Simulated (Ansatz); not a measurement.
Reaction: Si2H4F2 (SMILES [SiH2]([SiH2]F)F) → Si2H4F2 (difluoro(silyl)silane, SMILES F[SiH](F)[SiH3])
Each species at its own B3LYP-D3(BJ)/def2-TZVP minimum (Ansatz, a first-principles code), one conformer.

Property: isomerisation energy (electronic), in kJ/mol. UHF or UKS for unpaired electrons; spin-orbit terms are left out. CBS(X,Y): correlation extrapolated as X^-3, Hartree-Fock from the larger set. A bracket is a step between two methods taken in the basis named. Functionals run without relativity, which enters their misses. 'core' is core correlation in cc-pwCVTZ (1s frozen past Ne), 'X2C' scalar relativity in cc-pVTZ-DK, both at CCSD(T).

CCSD(T)/CBS(cc-pV(T+d)Z,cc-pV(Q+d)Z) + [CCSDT(Q) - CCSD(T)]/cc-pV(D+d)Z + core + X2C (Ansatz) gives -33.2 kJ/mol.

Problem. How far off this value is PBE/def2-TZVPD (Ansatz), in which direction, and which of these levels come nearer: PBE0/def2-TZVPD, CCSD(T)/CBS(cc-pV(T+d)Z,cc-pV(Q+d)Z) + core + X2C?

Solution. PBE gives -32.1 kJ/mol, 1.1 kJ/mol above it. Differences of the others: PBE0/def2-TZVPD (Ansatz) 1.0; CCSD(T)/CBS(cc-pV(T+d)Z,cc-pV(Q+d)Z) + core + X2C (Ansatz) 0.1 kJ/mol. Nearer than PBE: PBE0/def2-TZVPD, CCSD(T)/CBS(cc-pV(T+d)Z,cc-pV(Q+d)Z) + core + X2C.
